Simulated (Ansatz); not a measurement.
Basis-set extrapolation for CH6BClFNSi, SMILES `BC(F)(Cl)[SiH2]N` (PBE0-D4/def2-TZVP geometry, frozen core, Ansatz 0.2.0). Multiplicity 1, RHF reference.

```csv
,def2-TZVPP,def2-QZVPP
HF,-968.476931,-968.508707
MP2 correlation,-1.048430,-1.134519
CCSD(T) correlation,-1.145998,not run
```

Energies in hartree. Use E(X) = E(∞) + A·exp(−7.88·√X) for Hartree–Fock and E(X) = E(∞) + B·X^(−2.97) for correlation, with X = 3 and 4, and add CCSD(T) minus MP2 of the smaller set to the MP2 limit.

**Question.** What is the CCSD(T) energy at the basis-set limit?

**Answer.** HF limit: -968.508707 + (-0.031776) × 0.13774 = -968.51308. MP2 limit: -1.134519 + (-0.086089) × 0.74074 = -1.19829. Higher-order term: -1.145998 − (-1.048430) = -0.09757. Total: -969.80894 hartree, 5.06 eV below CCSD(T)/def2-TZVPP.
